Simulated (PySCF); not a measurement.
# Field gradients at the hydrogen positions

Species: C₅H₈Cl₂Si.
Z-matrix (Å and degrees, GFN2-xTB geometry), rows numbered from 1:
```
Cl
C   1  1.7911
Cl  2  1.7892  1  108.35
C   2  1.4792  1  110.65  3   121.41
C   4  1.3255  2  123.49  1   118.64
C   5  1.5084  4  129.52  2     0.07
Si  6  1.9196  5   90.39  4   178.66
C   5  1.5078  4  127.34  2   179.65
H   2  1.0900  1  106.92  3  -115.06
H   4  1.0809  2  115.73  1   -61.35
H   6  1.0891  5  112.50  4   -62.04
H   6  1.0889  5  112.57  4    59.18
H   7  1.4605  6  116.23  5   113.19
H   7  1.4607  6  115.45  5  -111.77
H   8  1.0891  5  112.17  4    61.89
H   8  1.0890  5  112.50  4   -58.50
```

Level: PBE0/pcSseg-1 (PySCF, non-relativistic); Q(2H) = 0.00286 b; rigid geometry, the same for H and D, with no vibrational averaging.

**Question.** Rank these positions by the coupling χzz of a deuteron there, largest first.
A. H9 (methine hydrogen)
B. H16 (methylene hydrogen)
C. H13 (Si–H hydrogen)

**Answer.** B (215 kHz), A (196 kHz), C (110 kHz).

**Question.** Tabulate Vzz, the asymmetry η and χzz = 234.96 MHz × Q × Vzz for every hydrogen position.

**Answer.** 
```csv
atom,bonded to,bond length (Å),Vzz (au),η,χzz (kHz)
H9,C2,1.090,0.2921,0.02,196
H10,C4,1.081,0.3240,0.09,218
H11,C6,1.089,0.3189,0.02,214
H12,C6,1.089,0.3192,0.02,214
H13,Si7,1.461,0.1639,0.00,110
H14,Si7,1.461,0.1638,0.00,110
H15,C8,1.089,0.3192,0.03,214
H16,C8,1.089,0.3193,0.03,215
```

**Question.** Average by the element that carries the hydrogen.

**Answer.** on C: 212 kHz over 6 positions, mean bond length 1.088 Å; on Si: 110 kHz over 2 positions, mean bond length 1.461 Å.

**Question.** A static deuteron (I = 1) shows a doublet split by (3/2)χ, (3/4)χ(1 + η) and (3/4)χ(1 − η) with the field along z, y and x of the gradient. What are these for H13?

**Answer.** With |χ| = 110.1 kHz and η = 0.003: 165, 83 and 82 kHz, to first order and without motion.

The structure is a single GFN2-xTB conformer in the gas phase; no vibrational or solvent corrections. GFN2-xTB bond lengths can be off by several hundredths of an ångström, more for odd bonds, and the gradients follow them. The small basis limits the accuracy of the gradients.
